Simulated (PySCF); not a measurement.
**Substituent chemical shifts**

Parent skeleton `[CH3:1][Si:2]1([CH3:3])[CH2:4][O:5][SiH2:6][O:7]1`; one hydrogen on atom 1 is replaced by X. Hydrogens on one atom are averaged.

Calculated, not measured (PySCF 2.14): NMR shieldings at PBE0/pcSseg-1/GIAO, geometry: GFN2-xTB. Relativity neglected, one computed conformer, equivalent nuclei averaged, gas phase.

Chemical shifts δ = σref − σ; TMS for 13C and 29Si and 1H; 17O against H2O, all at this level.

Parent (X = H): C1 0.7, Si2 14.6, C3 0.7, C4 57.3, O5 15.4, Si6 -12.9, O7 75.5, H(C1) 0.22, H(C3) 0.22 ppm. Effects are Δδ = δ(X) − δ(H), positive for deshielding.

Four derivatives gave (Δδ, ppm):
| compound | C1 | Si2 | C3 | C4 | O5 | Si6 | O7 | H(C1) | H(C3) |
| --- | --- | --- | --- | --- | --- | --- | --- | --- | --- |
| 1 | +28.0 | -0.9 | +1.9 | +1.5 | +1.3 | +0.1 | -2.7 | +1.27 | +0.26 |
| 2 | +57.4 | -28.7 | +3.0 | +0.3 | +1.9 | -2.7 | +15.8 | +3.60 | +0.14 |
| 3 | +14.8 | -2.3 | -3.2 | -0.4 | -1.4 | +0.4 | +1.2 | +0.66 | +0.06 |
| 4 | +34.5 | -0.5 | -2.5 | -2.8 | +2.3 | +1.5 | -7.1 | +2.19 | +0.01 |

Q: Their substituents are CH2SiH3, CHF2, NHSiH3, OCHO. Which is which?

A: 1: X = CHF2 (C[Si@]1(CC(F)F)CO[SiH2]O1); 2: X = OCHO (C[Si@@]1(COC=O)CO[SiH2]O1); 3: X = CH2SiH3 (C[Si@@]1(CC[SiH3])CO[SiH2]O1); 4: X = NHSiH3 (C[Si@]1(CN[SiH3])CO[SiH2]O1).

Experimental scales use liquid or dissolved standards, which lie at an offset from isolated H2O (liquid H2O: subtract about 36 ppm).
